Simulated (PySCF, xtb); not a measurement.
C3H11NSi2, SMILES C(C[SiH2]N)(=C)[SiH3].

The structure is a stationary point at PBE0-D3(BJ)/def2-SVP. This is a generated structure with no PubChem entry under its InChIKey; it may be hypothetical. Other conformers were not sampled.

Method: C-PCM-PBE0/def2-SVP in PySCF.

The values are the electrostatic part of the solvation free energy, E(continuum) − E(gas) at the gas-phase geometry, in a cavity of scaled van der Waals radii (PySCF's table); cavitation and dispersion terms are not included. In vacuum the orbital gap is 6.80 eV. The dipole moment in vacuum is 1.63 D.

Estimate the values in water (ε = 78.36), methanol (ε = 32.61), ethylethanoate (ε = 5.99). (The exact figures need the calculation; the answer reports its results.)


```
solvent             ε  ΔG(elec) (kcal/mol)  dipole (D)  gap (eV)
--------------  -----  -------------------  ----------  --------
water           78.36                 -3.8        2.03      6.74
methanol        32.61                 -3.8        2.02      6.74
ethylethanoate   5.99                 -3.2        1.95      6.75
```

For comparison, GFN2-xTB/ALPB(water) (xtb, at the GFN2-xTB geometry, all terms of that model) gives -2.0 kcal/mol.
